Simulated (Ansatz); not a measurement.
Consider the formal exchange of groups at the Si–Si bond: `C[SiH](F)[SiH2]S` + `CSS` → `C[SiH](F)S` + `CS[SiH2]S`.

Gas-phase electronic energies from Ansatz, PBE0-D4/def2-TZVP geometries. CCSD(T)/CBS adds triple-zeta CCSD(T) − MP2 to the extrapolated MP2 energy (def2 sets, frozen cores). Functionals use def2-TZVPP. One conformer a species, not always the lowest.

`C[SiH](F)[SiH2]S`:

Cartesian coordinates in Å:
```
C -0.678 -1.085 1.444
Si -0.034 -1.120 -0.297
F 1.390 -1.868 -0.316
Si 0.242 1.042 -1.169
S 1.306 2.153 0.326
H -1.665 -0.613 1.468
H -0.016 -0.513 2.099
H -0.774 -2.098 1.843
H -0.944 -1.899 -1.182
H 0.981 1.032 -2.461
H -1.096 1.649 -1.415
H 1.289 3.321 -0.339
```

`CSS`:

Cartesian coordinates in Å:
```
C 0.095 -0.120 -0.958
S -0.881 0.812 0.236
S 0.230 0.680 1.939
H 0.133 -1.177 -0.695
H 1.102 0.287 -1.035
H -0.415 -0.007 -1.918
H -0.263 -0.475 2.431
```

`C[SiH](F)S`:

Cartesian coordinates in Å:
```
C -0.252 0.272 1.100
Si 0.121 0.388 -0.710
F 1.647 0.853 -0.857
S -0.210 -1.444 -1.733
H -1.299 0.003 1.257
H 0.373 -0.484 1.579
H -0.061 1.231 1.589
H -0.713 1.378 -1.427
H 0.394 -2.198 -0.797
```

`CS[SiH2]S`:

Z-matrix (Å, degrees):
```
C
S 1 1.815
H 1 1.090 2 110.6
H 1 1.089 2 106.8 3 -118.8
H 1 1.090 2 110.9 3 122.4
Si 2 2.118 1 99.9 3 -55.2
S 6 2.138 2 113.7 1 58.3
H 6 1.485 2 112.2 1 -57.8
H 6 1.482 2 104.7 1 -178.7
H 7 1.344 6 94.4 2 59.4
```

CCSD(T)/CBS gives -172.6 kJ/mol.

Question: Another level gave -173.8 kJ/mol. Which?
A. CCSD(T)/def2-TZVPP
B. PBE0/def2-TZVPP
C. PBE-D4/def2-TZVPP
D. r2SCAN/def2-TZVPP

Answer: A. CCSD(T)/def2-TZVPP -173.8, PBE-D4 -153.6, PBE0 -161.4, r2SCAN -169.0 kJ/mol.

Largest T1 diagnostic among the species: 0.012.

From PBE to PBE0 (25 % exact exchange), in def2-TZVPP and without D4, ΔE moves by −8.8 kJ/mol.
